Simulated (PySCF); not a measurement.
**Magnetic susceptibility: `CC(=O)OC[C@@H]1C=CO1`, C$_{6}$H$_{8}$O$_{3}$**

Geometry (Å), atoms numbered from 1 in this order:
```xyz
17

C     3.1240    0.2956    0.3835
C     1.7962   -0.1609   -0.1537
O     1.5664   -1.2440   -0.6228
O     0.8760    0.8075   -0.0388
C    -0.4419    0.5001   -0.4703
C    -1.1868   -0.3889    0.5120
C    -2.6433   -0.6434    0.2217
C    -2.9173    0.0109    1.3512
O    -1.6219    0.3046    1.7113
H     3.2307    1.3682    0.2571
H     3.9265   -0.2377   -0.1170
H     3.1619    0.0650    1.4467
H    -0.4009   -0.0179   -1.4357
H    -0.9512    1.4601   -0.5689
H    -0.5903   -1.2647    0.7735
H    -3.1739   -1.1423   -0.5574
H    -3.7610    0.2999    1.9470
```

Method used: GIAO LDA/cc-pVDZ magnetisability, rotational g tensor and spin-rotation constants, non-relativistic, gas phase in PySCF. Geometry: GFN2-xTB.

(1) How diamagnetic is it, and how anisotropic?

(2) Split it along the inertial axes a, b, c into diamagnetic and paramagnetic parts about the centre of mass, with the quadrupole moment.

(3) And the rotational g tensor?

Answers

(1) Isotropic -1125 × 10⁻³⁰ J/T², or -67.8 × 10⁻⁶ cm³/mol; principal values -1228, -1133, -1015 × 10⁻³⁰ J/T², anisotropy 185 × 10⁻³⁰ J/T² (root of half the summed squared differences of the principal values). The susceptibility is in cgs units.

(2) 
```
axis  χ (10⁻⁶ cm³/mol)  diamagnetic (10⁻⁶ cm³/mol)  paramagnetic (10⁻⁶ cm³/mol)  summed x² of all electrons (Å²)  quadrupole Θ (D Å)
   a             -68.8                      -367.8                        298.9                            308.4               +9.15
   b             -64.0                     -1449.9                       1385.8                             53.3               -6.83
   c             -70.5                     -1534.4                       1464.0                             33.4               -2.33
```
Anisotropies 2χaa − χbb − χcc = -3.2 and 2χbb − χaa − χcc = +11.3 × 10⁻⁶ cm³/mol. Θ is traceless in Buckingham's convention.

(3) 
```
axis  rotational constant (GHz)        g  nuclear part  electronic part
   a                     4.5681  -0.0548        0.5868          -0.6416
   b                     0.8771  -0.0086        0.5625          -0.5711
   c                     0.8247  -0.0066        0.5605          -0.5672
```
Asymmetric top; isotopes 12C, 1H, 16O; no vibrational averaging.
